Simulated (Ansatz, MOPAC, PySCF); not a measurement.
Noncovalent pair: CH4 (SMILES C) (first 5 atoms) with CH6Si (SMILES C[SiH3]); geometry from B3LYP-D3(BJ)/def2-TZVP.
(charge 0, multiplicity 1):
```xyz
13

C     -0.08744     0.01240     0.32097
H     -0.33357    -0.40107    -0.65602
H      0.57248    -0.67456     0.84871
H      0.41208     0.97190     0.19234
H     -1.00193     0.15110     0.89595
C      0.58336     1.13934     3.97605
Si    -0.21979    -0.54072     4.19919
H      0.67053     1.39037     2.91815
H      1.58419     1.15177     4.41150
H     -0.00599     1.91877     4.46247
H     -1.58098    -0.55461     3.61063
H     -0.33374    -0.87552     5.64015
H      0.58327    -1.59859     3.53925
```

Counterpoise-corrected where a basis set is named; no monomer relaxation.

Cores are frozen in the correlated methods. The state that AM1 reach isn't checked.

The values were computed with Ansatz (Gaussian orbitals); MOPAC for AM1 (differences of heats of formation); PySCF for the dispersion terms. Each number belongs to the level named beside it.

Q: One of these levels gives -0.03 kcal/mol for the interaction energy. Name it.
(A) B2PLYP/def2-TZVPPD
(B) PBE-D4/def2-TZVPPD
(C) AM1
(D) BLYP-D4/def2-TZVPPD

A: A, B2PLYP/def2-TZVPPD. The others give 0.34 (AM1), -1.26 (PBE-D4/def2-TZVPPD), -0.87 (BLYP-D4/def2-TZVPPD)

Ansatz is a quantum-chemistry and plane-wave program.
